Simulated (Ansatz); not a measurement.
Species: C4H10O, charge 0, multiplicity 1. 
Structure (B3LYP-D3(BJ)/def2-TZVP (Ansatz, a program for electronic structure) minimum search):
SMILES: CC(C)OC
```xyz
15

C     -0.1469     1.5674     0.1858
C     -0.4585     0.0755     0.2483
C     -1.7711    -0.2620    -0.4354
O      0.5451    -0.7063    -0.3968
C      1.7693    -0.7879     0.2970
H      0.7860     1.8099     0.6955
H     -0.9432     2.1408     0.6641
H     -0.0656     1.8890    -0.8545
H     -0.5108    -0.2339     1.3034
H     -1.7280     0.0185    -1.4896
H     -1.9690    -1.3321    -0.3733
H     -2.5977     0.2754     0.0320
H      2.3021     0.1694     0.3228
H      2.3875    -1.5139    -0.2296
H      1.6207    -1.1310     1.3296
```

Wanted: vertical triplet-singlet gap (E(triplet) - E(singlet); each state is the SCF solution reached for its spin), in kJ/mol. Valence correlation only, unless marked. UHF or UKS for open shells. Spin-orbit coupling is left out. No relativistic terms. CBS(X,Y): correlation extrapolated as X^-3; Hartree-Fock from the larger set. The bracket is a focal-point correction in the basis named.

| level | program | vertical triplet-singlet gap (kJ/mol) |
|---|---|---|
| HF/aug-cc-pVTZ | Ansatz | 574.6 |
| B3LYP/def2-TZVPD | Ansatz | 633.1 |
| CAM-B3LYP/def2-TZVPD | Ansatz | 662.1 |
| wB97X-V/def2-TZVPD | Ansatz | 686.7 |

**Question.** Estimate the value at RI-MP2/CBS(aug-cc-pVTZ,aug-cc-pVQZ)+[CCSD(T)-MP2]/aug-cc-pVTZ as computed with Ansatz.

**Answer.** 664.2 kJ/mol
